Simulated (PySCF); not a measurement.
C2H7Si, SMILES [CH2][SiH2]C, multiplicity 2.

Coordinates come from a r2SCAN-D4/def2-SVP optimisation. The isomer is the one that the SMILES or the coordinates give; other isomers of the formula were not compared.

These are r2SCAN-D4/def2-SVP run with PySCF 2.14.0 values and carry that method's errors.

Frequencies are harmonic and unscaled.

Give all harmonic wavenumbers and intensities. (Estimate from the structure and the level; the computed values follow.)


```
mode  ν (cm⁻¹)  IR (km/mol)  moving atoms (share of kinetic energy)
----  --------  -----------  --------------------------------------
1           95          0.0                                  H 98 %
2          171          0.0                                  H 93 %
3          210          0.5                 C 41 %, H 39 %, Si 20 %
4          449          1.7                          H 92 %, Si 8 %
5          544         24.1                          H 88 %, C 12 %
6          604          7.3                          H 89 %, C 10 %
7          672          3.6                 C 55 %, H 30 %, Si 15 %
8          691         57.4                          H 74 %, C 19 %
9          757         10.7                 C 50 %, Si 27 %, H 23 %
10         821         46.8                 H 65 %, C 24 %, Si 11 %
11         875         32.3                          H 78 %, C 18 %
12         911        221.2                  H 76 %, Si 16 %, C 8 %
13         948         78.6                                  H 96 %
14        1255         21.1                          H 78 %, C 21 %
15        1363          5.5                          H 88 %, C 12 %
16        1432          4.7                                  H 96 %
17        1433          3.1                                  H 96 %
18        2166        130.8                                  H 96 %
19        2192        115.5                                  H 97 %
20        3036          3.9                                  H 97 %
21        3127          2.7                                  H 95 %
22        3142          4.0                           H 91 %, C 9 %
23        3145          3.5                           H 91 %, C 9 %
24        3232          1.0                          H 90 %, C 10 %
```
